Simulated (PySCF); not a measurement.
Isomers of C6H12SSi2.

All values: PBE0/pcSseg-1 (PySCF) at GFN2-xTB geometries, gas phase, one conformer each.

(1) Rank by HOMO–LUMO gap, highest first.
A. `[CH3:1][C:2]#[C:3][C@@H:4]1[SiH2:5][CH2:6][Si@@H:7]1[S:8][CH3:9]` with C6–Si7–S8–C9 -167°, C3–C4–Si5–C6 -129°, C4–Si5–C6–Si7 7°, Si5–C6–Si7–S8 108°, C3–C4–Si7–C6 128°
B. `[CH:1]#[C:2][SiH2:3][C@@H:4]1[CH2:5][CH2:6][CH2:7][S:8][SiH2:9]1` with C2–Si3–C4–C5 -59°, Si3–C4–C5–C6 175°, C4–C5–C6–C7 73°, C5–C6–C7–S8 -76°, C6–C7–S8–Si9 58°
C. `[CH:1]#[C:2][Si@:3]1([CH3:4])[CH2:5][C@H:6]([S:7][SiH3:8])[CH2:9]1` with C5–C6–S7–Si8 65°, C2–Si3–C5–C6 -124°, Si3–C5–C6–S7 135°, C5–C6–C9–Si3 -14°, C2–Si3–C9–C6 122°
D. `[SiH3:1]/[CH:2]=[C:3](/[SiH3:4])[CH:5]1[CH2:6][C:7](=[S:8])[CH2:9]1` with C2–C3–C5–C6 144°

(2) Rank by the lowest Hirshfeld charge on any atom, highest value first.
A. `[CH:1]#[C:2][Si@:3]1([CH3:4])[CH2:5][C@H:6]([S:7][SiH3:8])[CH2:9]1` with C5–C6–S7–Si8 65°, C2–Si3–C5–C6 -124°, Si3–C5–C6–S7 135°, C5–C6–C9–Si3 -14°, C2–Si3–C9–C6 122°
B. `[CH3:1][C:2]#[C:3][C@@H:4]1[SiH2:5][CH2:6][Si@@H:7]1[S:8][CH3:9]` with C6–Si7–S8–C9 -167°, C3–C4–Si5–C6 -129°, C4–Si5–C6–Si7 7°, Si5–C6–Si7–S8 108°, C3–C4–Si7–C6 128°
C. `[CH:1]#[C:2][SiH2:3][S:4][Si@H:5]([CH3:6])[CH2:7][CH:8]=[CH2:9]` with C2–Si3–S4–Si5 75°, Si3–S4–Si5–C6 -50°, S4–Si5–C7–C8 -177°, Si5–C7–C8–C9 -102°
D. `[CH:1]#[C:2][SiH2:3][C@@H:4]1[CH2:5][CH2:6][CH2:7][S:8][SiH2:9]1` with C2–Si3–C4–C5 -59°, Si3–C4–C5–C6 175°, C4–C5–C6–C7 73°, C5–C6–C7–S8 -76°, C6–C7–S8–Si9 58°
E. `[SiH3:1]/[CH:2]=[C:3](/[SiH3:4])[CH:5]1[CH2:6][C:7](=[S:8])[CH2:9]1` with C2–C3–C5–C6 144°

(3) Rank by the highest Hirshfeld charge on any atom, lowest value first.
A. `[SiH3:1]/[CH:2]=[C:3](/[SiH3:4])[CH:5]1[CH2:6][C:7](=[S:8])[CH2:9]1` with C2–C3–C5–C6 144°
B. `[CH:1]#[C:2][SiH2:3][S:4][Si@H:5]([CH3:6])[CH2:7][CH:8]=[CH2:9]` with C2–Si3–S4–Si5 75°, Si3–S4–Si5–C6 -50°, S4–Si5–C7–C8 -177°, Si5–C7–C8–C9 -102°
C. `[CH:1]#[C:2][Si@:3]1([CH3:4])[CH2:5][C@H:6]([S:7][SiH3:8])[CH2:9]1` with C5–C6–S7–Si8 65°, C2–Si3–C5–C6 -124°, Si3–C5–C6–S7 135°, C5–C6–C9–Si3 -14°, C2–Si3–C9–C6 122°

Results:

(1) B (6.51 eV), C (6.38 eV), A (6.12 eV), D (4.27 eV).

(2) E (-0.141 e), D (-0.193 e), A (-0.207 e), C (-0.218 e), B (-0.255 e).

(3) A (+0.307 e), B (+0.351 e), C (+0.424 e).

All values together:

| SMILES | μ (D) | HOMO (eV) | LUMO (eV) | lowest IAO charge (e) | highest IAO charge (e) | lowest Hirshfeld charge (e) | highest Hirshfeld charge (e) |
| --- | --- | --- | --- | --- | --- | --- | --- |
| [SiH3]/C=C(/[SiH3])C1CC(=S)C1 | 2.31 | -6.44 | -2.17 | -0.424 (C) | +0.581 (Si) | -0.141 (C) | +0.307 (Si) |
| C#C[Si@]1(C)C[C@H](S[SiH3])C1 | 2.22 | -6.64 | -0.26 | -0.716 (C) | +1.054 (Si) | -0.207 (C) | +0.424 (Si) |
| C#C[SiH2]S[Si@H](C)CC=C | 1.88 | -7.21 | -0.59 | -0.720 (C) | +0.857 (Si) | -0.218 (C) | +0.351 (Si) |
| CC#C[C@@H]1[SiH2]C[Si@@H]1SC | 1.14 | -6.41 | -0.29 | -0.833 (C) | +0.837 (Si) | -0.255 (C) | +0.358 (Si) |
| C#C[SiH2][C@@H]1CCCS[SiH2]1 | 2.25 | -6.69 | -0.18 | -0.649 (C) | +0.767 (Si) | -0.193 (C) | +0.354 (Si) |

Conformers: `[SiH3:1]/[CH:2]=[C:3](/[SiH3:4])[CH:5]1[CH2:6][C:7](=[S:8])[CH2:9]1` with C2–C3–C5–C6 144°; `[CH:1]#[C:2][Si@:3]1([CH3:4])[CH2:5][C@H:6]([S:7][SiH3:8])[CH2:9]1` with C5–C6–S7–Si8 65°, C2–Si3–C5–C6 -124°, Si3–C5–C6–S7 135°, C5–C6–C9–Si3 -14°, C2–Si3–C9–C6 122°; `[CH:1]#[C:2][SiH2:3][S:4][Si@H:5]([CH3:6])[CH2:7][CH:8]=[CH2:9]` with C2–Si3–S4–Si5 75°, Si3–S4–Si5–C6 -50°, S4–Si5–C7–C8 -177°, Si5–C7–C8–C9 -102°; `[CH3:1][C:2]#[C:3][C@@H:4]1[SiH2:5][CH2:6][Si@@H:7]1[S:8][CH3:9]` with C6–Si7–S8–C9 -167°, C3–C4–Si5–C6 -129°, C4–Si5–C6–Si7 7°, Si5–C6–Si7–S8 108°, C3–C4–Si7–C6 128°; `[CH:1]#[C:2][SiH2:3][C@@H:4]1[CH2:5][CH2:6][CH2:7][S:8][SiH2:9]1` with C2–Si3–C4–C5 -59°, Si3–C4–C5–C6 175°, C4–C5–C6–C7 73°, C5–C6–C7–S8 -76°, C6–C7–S8–Si9 58°.
